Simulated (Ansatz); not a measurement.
Reaction (ligand exchange at the Al–C bond): `F/C=[CH]/[AlH2]` + H–F → `[F][AlH2]` + `C=CF`

Isolated molecules relaxed with PBE0-D4/def2-TZVP in Ansatz; ΔE leaves out vibrations. CCSD(T)/CBS adds triple-zeta CCSD(T) − MP2 to the extrapolated MP2 energy (def2 sets, frozen cores). This one scheme is used for every species. Functionals use def2-TZVPP.

`F/C=[CH]/[AlH2]`:

```xyz
8

F    -1.885    0.544   -1.684
C    -0.740    0.233   -1.067
C    -0.620    0.141    0.251
Al    1.104   -0.319    0.978
H     0.053    0.071   -1.794
H    -1.518    0.336    0.833
H     2.282   -0.561   -0.058
H     1.324   -0.446    2.542
```

H–F:

```xyz
2

F    -0.263   -0.377    0.008
H     0.263    0.377   -0.008
```

`[F][AlH2]`:

Cartesian coordinates in Å:
```
F -0.214 -1.240 0.980
Al 0.007 0.043 -0.034
H 1.490 0.526 -0.261
H -1.283 0.670 -0.685
```

`C=CF`:

Cartesian coordinates in Å:
```
C 0.429 -0.329 0.447
C -0.319 0.316 -0.423
F -1.653 0.241 -0.413
H -0.007 -0.954 1.215
H 1.504 -0.233 0.392
H 0.045 0.958 -1.218
```

Question: Is it downhill or uphill in electronic energy at CCSD(T)/CBS, and by how much? (Estimate.)

Answer: Ansatz gave: Downhill: ΔE = -39.1 kcal/mol.

Question: What do these levels give: PBE-D4, r2SCANh-D4, ωB97X-V, CCSD/def2-SVP, CCSD(T)/def2-TZVPP, CCSD/CBS(def2)? (An estimate is asked.)

Answer: Computed: PBE-D4 -36.8, r2SCANh-D4 -39.1, ωB97X-V -39.7, CCSD/def2-SVP -41.8, CCSD(T)/def2-TZVPP -38.9, CCSD/CBS(def2) -40.0 kcal/mol.

Question: What do rigid-rotor, harmonic-oscillator terms from PBE0-D4/def2-TZVP frequencies (298.15 K, 1 bar) make of the CCSD(T)/CBS value? (Estimate.)

Answer: Ansatz gave: ΔZPE = +1.4 kcal/mol, ΔH = -38.6 kcal/mol, ΔS = 12 J/(mol·K), ΔG = -39.4 kcal/mol.

Largest T1 diagnostic among the species: 0.012.

In def2-TZVPP, CCSD(T) changes the Hartree–Fock value by +4.1 kcal/mol (the triples alone add +0.9 kcal/mol) and MP2 by +4.3 kcal/mol. At CCSD(T), def2-SVP lies −2.1 kcal/mol from the extrapolated value and def2-TZVPP +0.2 kcal/mol.
